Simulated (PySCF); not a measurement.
A side-by-side comparison of computed properties.

First species: C₅H₉N₃S.
SMILES with atom numbers: `[CH3:1][S:2][c:3]1[n:4][n:5][n:6]([CH3:7])[c:8]1[CH3:9]` (hydrogens: H10, H11, H12 on C1; H13, H14, H15 on C7; H16, H17, H18 on C9)

Second species: C₅H₉N₃S.
SMILES with atom numbers: `[CH3:1][CH2:2][c:3]1[n:4][nH:5][n:6][c:7]1[S:8][CH3:9]` (hydrogens: H10, H11, H12 on C1; H13, H14 on C2; H15 on N5; H16, H17, H18 on C9)

Geometry (GFN2-xTB, Å), atoms numbered from 1 in this order:
```
atom  x, y, z in Å
C1    -2.3301   -1.1169    0.0570
C2    -1.7333   -0.5000   -1.2088
C3    -0.7109    0.5198   -0.8657
N4    -0.9005    1.8256   -0.9400
N5     0.2270    2.3644   -0.5280
N6     1.1666    1.5033   -0.1787
C7     0.6056    0.3178   -0.3792
S8     1.4066   -1.1945   -0.0826
C9     3.0427   -0.5726    0.3910
H10   -2.8013   -0.3482    0.6652
H11   -1.5502   -1.5980    0.6432
H12   -3.0774   -1.8613   -0.2053
H13   -1.2630   -1.2852   -1.8055
H14   -2.5155   -0.0214   -1.7987
H15    0.3699    3.3606   -0.4825
H16    3.6475   -1.4403    0.6336
H17    3.4703   -0.0262   -0.4437
H18    2.9371    0.0793    1.2523
```

Levels: PBE0/pcSseg-1 for dipole moment, HOMO energy, LUMO energy and HOMO–LUMO gap; GFN2-xTB for rotational constant A and rotational constant C. Geometries: GFN2-xTB. All species are isolated and taken at one optimised geometry, non-relativistic unless stated; the electronic structure was computed with PySCF and density fitting.

The conformers computed, where there is a choice (atom-mapped SMILES and torsion angles):
- `[CH3:1][S:2][c:3]1[n:4][n:5][n:6]([CH3:7])[c:8]1[CH3:9]`: C1–S2–C3–N4 0°
- `[CH3:1][CH2:2][c:3]1[n:4][nH:5][n:6][c:7]1[S:8][CH3:9]`: C1–C2–C3–N4 -104°, N6–C7–S8–C9 -4°

```json
{"property": "dipole moment", "column X": "3.64 D", "column Y": "1.04 D"}
{"property": "HOMO energy", "column X": "-5.89 eV", "column Y": "-6.26 eV"}
{"property": "LUMO energy", "column X": "0.14 eV", "column Y": "0.01 eV"}
{"property": "HOMO–LUMO gap", "column X": "6.03 eV", "column Y": "6.27 eV"}
{"property": "rotational constant A", "column X": "2.955 GHz", "column Y": "1.912 GHz"}
{"property": "rotational constant C", "column X": "0.744 GHz", "column Y": "0.797 GHz"}
```

(1) Which column belongs to which species?

(2) How does each property change from the first species to the second?

Answers

(1) Column X is the first species and column Y the second. The first has 18 atoms and 76 electrons, the second 18 and 76.

(2) dipole moment -2.60 D; HOMO energy -0.37 eV; LUMO energy -0.13 eV; HOMO–LUMO gap +0.24 eV; rotational constant A -1.043 GHz; rotational constant C +0.053 GHz.

On the first: The dipole matches unit charges of opposite sign 0.76 Å apart (1 e·Å = 4.8032 D). A dipole of 3.64 D is allowed in Cs, and pure rotational transitions are dipole-allowed.

On the second: The dipole matches unit charges of opposite sign 0.22 Å apart (1 e·Å = 4.8032 D).
